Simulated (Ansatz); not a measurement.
Program: Ansatz. Geometries: PBE0-D4/def2-TZVP. ΔE: electronic, gas phase. CBS: MP2 limit from def2 TZ/QZ plus the TZ coupled-cluster correction, frozen cores. This one scheme is used for every species. DFT in def2-TZVPP. Each species was taken in one conformer, which may not be the lowest.

`CB(N)O` + `C[SiH2]C#N` → `CB(N)[SiH2]C#N` + CH₃OH  (formal exchange of groups at a B–O bond)

| level | ΔE (kcal/mol) |
| --- | --- |
| ωB97X-V | 52.8 |
| CCSD(T)/def2-TZVPP | 53.8 |

What does CCSD(T)/CBS give? (Estimate.)

Ansatz gave: +54.1 kcal/mol. The listed levels differ from it by -1.3, -0.3 kcal/mol.

Largest T1 diagnostic among the species: 0.013.

The D4 term adds −0.8 kcal/mol with B3LYP and −0.5 kcal/mol with PBE0; it sums over pairs of atoms, weighted by their polarisabilities, and B3LYP, whose exchange is more repulsive, gets the larger term. From PBE to PBE0 (25 % exact exchange), in def2-TZVPP and without D4, ΔE moves by +1.9 kcal/mol.

B3LYP here is the variant with VWN-RPA as its local correlation; programs differ in this.
